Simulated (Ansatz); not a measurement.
Start from `C=C[CH2][GaH][Cl]` and change one atom or group to get `C[CH2][GaH][Cl]`.

Ansatz, PBE0-D4/def2-TZVP geometries, multiplicity 1. Each molecule was computed in one conformer, which needn't be the lowest.

Scalar relativity is left out up to krypton.

| property | `C=C[CH2][GaH][Cl]` |
| --- | --- |
| size of the dipole moment (B3LYP/def2-TZVPP) / D | 2.52 |
| ideal-gas entropy at 298 K and 1 bar (rigid rotor, harmonic PBE0-D4/def2-TZVP) / J/(mol·K) | 374 |
| HOMO–LUMO gap (PBE/def2-TZVPP) / eV | 3.85 |
| HOMO energy (PBE/def2-TZVPP) / eV | -6.02 |
| HOMO–LUMO gap (B3LYP/def2-TZVPP) / eV | 5.24 |
| HOMO energy (PBE0/def2-TZVPP) / eV | -7.06 |

Task: What does the change do to each property? (An estimate is asked.)

Result: Computed: 
| property | `C[CH2][GaH][Cl]` | shift |
| --- | --- | --- |
| size of the dipole moment (B3LYP/def2-TZVPP) / D | 2.64 | 0.12 |
| ideal-gas entropy at 298 K and 1 bar (rigid rotor, harmonic PBE0-D4/def2-TZVP) / J/(mol·K) | 353 | -21 |
| HOMO–LUMO gap (PBE/def2-TZVPP) / eV | 4.43 | 0.58 |
| HOMO energy (PBE/def2-TZVPP) / eV | -6.57 | -0.55 |
| HOMO–LUMO gap (B3LYP/def2-TZVPP) / eV | 5.97 | 0.73 |
| HOMO energy (PBE0/def2-TZVPP) / eV | -7.81 | -0.75 |

The zero-point energy changes by -13.9 kJ/mol with -3 modes. Dipoles are sizes alone; their direction can turn. Modes under 60 cm⁻¹, often nearly free rotors, make the harmonic entropy too high.

B3LYP here is the variant with VWN-RPA as its local correlation; programs differ in this.
